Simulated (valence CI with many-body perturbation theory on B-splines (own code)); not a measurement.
## Energy levels of Rh40+

Level of theory: configuration interaction combined with many-body perturbation theory (CI+MBPT): three valence electrons over a frozen Dirac-Fock core [He], a basis of 11 s, 11 p, 10 d, 8 f, 5 g, 2 h functions for each j, with the one-electron correlation potential Σ1 (screened to all orders), the two-electron term Σ2, the three-electron term Σ3, Breit, model QED; selected single and double excitations, second order for the rest, scaled by the run's own slope (own B-spline code, finite nucleus).

No measured spectrum was set against this ion. As an estimate, large intervals hold to a few tenths of a per cent, small ones and those within an open d or f shell to about a per cent.

Levels 181 to 199 of 199, with energies above the lowest level, (2s^2 2p1/2) J=1/2. "Leading %" is the weight of the configuration and term that name the level; weights of strongly mixed levels are sums over their largest components and can fall short. In the jj column 3d3/2^4 stands for four electrons in 3d with j = 3/2. Lifetimes count E1, E2, E3, M1 and M2 decay at the calculated energies, and are blank where another channel may lead or the interval is too uncertain; long ones can be off by a factor of two.

```
No.  Configuration  Term     J  E (Ry)  Leading %   Second component  Lifetime      g              Leading jj
181       2s.2p.4d   2D°   5/2  365.18         46  28 % 2s.2p.4d 4P°   12.6 fs  1.283   2s 2p3/2 4d5/2 (99 %)
182       2s.2p.4d   2P°   3/2  365.36         37  36 % 2s.2p.4d 2D°   15.1 fs  1.189   2s 2p3/2 4d5/2 (95 %)
183       2s.2p.4d   2F°   7/2  365.38         70  29 % 2s.2p.4d 4D°   8.53 fs  1.219   2s 2p3/2 4d5/2 (77 %)
184       2s.2p.4f    4F   7/2  365.62         40   26 % 2s.2p.4f 4G   24.7 fs  1.126  2s 2p3/2 4f5/2 (100 %)
185       2s.2p.4d   2P°   1/2  365.65         82  12 % 2s.2p.4d 4D°   11.7 fs  0.704   2s 2p3/2 4d5/2 (97 %)
186       2s.2p.4f    4F   5/2  365.65         47   25 % 2s.2p.4f 4D   24.6 fs  1.068  2s 2p3/2 4f5/2 (100 %)
187       2s.2p.4f    4G   9/2  365.69         54   26 % 2s.2p.4f 4F   24.9 fs  1.194   2s 2p3/2 4f5/2 (80 %)
188       2s.2p.4f    4D   3/2  365.73         63   29 % 2s.2p.4f 4F   24.6 fs  0.933  2s 2p3/2 4f5/2 (100 %)
189       2s.2p.4f    4D   1/2  365.80        100                      24.6 fs  0.010  2s 2p3/2 4f5/2 (100 %)
190       2s.2p.4f    2F   7/2  365.85         39   25 % 2s.2p.4f 4D   25.0 fs  1.197  2s 2p3/2 4f7/2 (100 %)
191       2s.2p.4f    2G   9/2  365.86         63   36 % 2s.2p.4f 4F   25.4 fs  1.186   2s 2p3/2 4f7/2 (80 %)
192       2s.2p.4f    4G  11/2  365.86        100                      25.0 fs  1.266  2s 2p3/2 4f7/2 (100 %)
193       2s.2p.4f    2F   5/2  365.94         35   34 % 2s.2p.4f 4D   25.0 fs  1.125  2s 2p3/2 4f7/2 (100 %)
194       2s.2p.4f    2D   3/2  366.05         74   20 % 2s.2p.4f 4D   25.4 fs  0.872   2s 2p3/2 4f7/2 (98 %)
195       2s.2p.4p    2P   1/2  366.22         58   28 % 2s.2p.4p 2S   30.5 fs  1.160   2s 2p3/2 4p1/2 (96 %)
196       2s.2p.4p    2D   3/2  366.25         68   19 % 2s.2p.4p 2P   42.3 fs  0.947   2s 2p3/2 4p1/2 (95 %)
197       2s.2p.4p    2D   5/2  367.52         83   11 % 2s.2p.4p 4D   36.4 fs  1.234   2s 2p3/2 4p3/2 (96 %)
198       2s.2p.4p    2P   3/2  367.71         66   24 % 2s.2p.4p 2D   47.4 fs  1.248   2s 2p3/2 4p3/2 (97 %)
199       2s.2p.4p    2S   1/2  367.77         62   29 % 2s.2p.4p 2P   82.4 fs  1.620   2s 2p3/2 4p3/2 (96 %)
```
